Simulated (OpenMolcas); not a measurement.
# Cl: effect of the level shift or regulariser

- Program: OpenMolcas 26.06
- Basis: ANO-RCC [8s7p5d4f2g]
- Scalar Hamiltonian: DKH2, point nucleus
- Active space: 5 electrons in 9 orbitals (RAS2 3p; RAS3 3d 4s, at most 1 electron)
- State averaging: 2S+1 = 2 odd, 3 roots; 2S+1 = 4 even, 18 roots; 2S+1 = 2 even, 23 roots
- Spin-orbit coupling: state interaction with AMFI integrals over the reference wave functions, term energies averaged over their components

Methods on the same reference wave functions:
A. RASSCF
B. MS-RASPT2, IPEA 0.25 Eh, imaginary shift 0.1 Eh (closed shells correlated: 2s 2p 3s)
C. MS-RASPT2, IPEA 0.25 Eh, imaginary shift 0.3 Eh (closed shells correlated: 2s 2p 3s)

Energies in cm-1 above 3s2 3p5 2P* 3/2, the measured ground level; measured values from NIST Handbook of Basic Atomic Spectroscopic Data.

| Level | A | B | C | Measured |
| --- | --- | --- | --- | --- |
| 3s2 3p5 2P* 3/2 | 0.0 | 0.0 | 0.0 | 0.0 |
| 3s2 3p5 2P* 1/2 | 825 | 825 | 825 | 882 |
| 3s2 3p4 4s 4P 5/2 | 70425 | 62670 | 62690 | 71958 |
| 3s2 3p4 4s 4P 3/2 | 70922 | 63160 | 63180 | 72489 |
| 3s2 3p4 4s 4P 1/2 | 71236 | 63490 | 63500 | 72827 |
| 3s2 3p4 4s 2P 3/2 | 74461 | 65270 | 65300 | 74226 |
| 3s2 3p4 4s 2P 1/2 | 75078 | 65880 | 65910 | 74866 |

Deviations, from unrounded energies. A percentage is the sum of absolute deviations over the sum of measured energies, with the sign that they share, or ± where signs differ.

| Against measurement | Levels | A | B | C |
| --- | --- | --- | --- | --- |
| mean absolute deviation (cm-1) | 6 | 870 | 7700 | 7600 |
| fine structure of the ground term (%) | 1 | -6.5 | -6.5 | -6.5 |
| other configurations (%) | 5 | ±1.4 | -12.5 | -12.5 |

A lies closest to measurement on these levels and B furthest from it. The largest miss of A in the table is 3s2 3p4 4s 4P 1/2, by -1600 cm-1. The ranking rests on the paired levels alone, and a cruder setting can come out closer through cancelling errors.

Between B and C the level of the table that moves most is 3s2 3p4 4s 2P 3/2, by 32 cm-1 (lowest in B, highest in C). Moves below CASPT2's spread within the term are not significant.

The lowest spin-free term lies below A's lowest term by 0.293 hartree in B, 0.293 hartree in C.

ANO sets are built for valence states and can reach diffuse excited orbitals poorly, and with the s shell closed the s pⁿ⁺¹ terms that mix with these levels are absent. Without dynamic correlation excited terms often stand tens of per cent too high (terms of higher spin than the ground term too low), and those without a measured partner can miss by more than the paired ones (holds for A). Computed and measured levels are paired by configuration, term and J; levels that our copy of the source lacks, or whose pairing is in doubt (as where it misses far off the trend of its configuration), stay unpaired and out of the deviations. Levels of configurations outside the active space are missing. The table leaves out levels that lie high or whose names do not pair safely across all columns.

* marks odd parity.
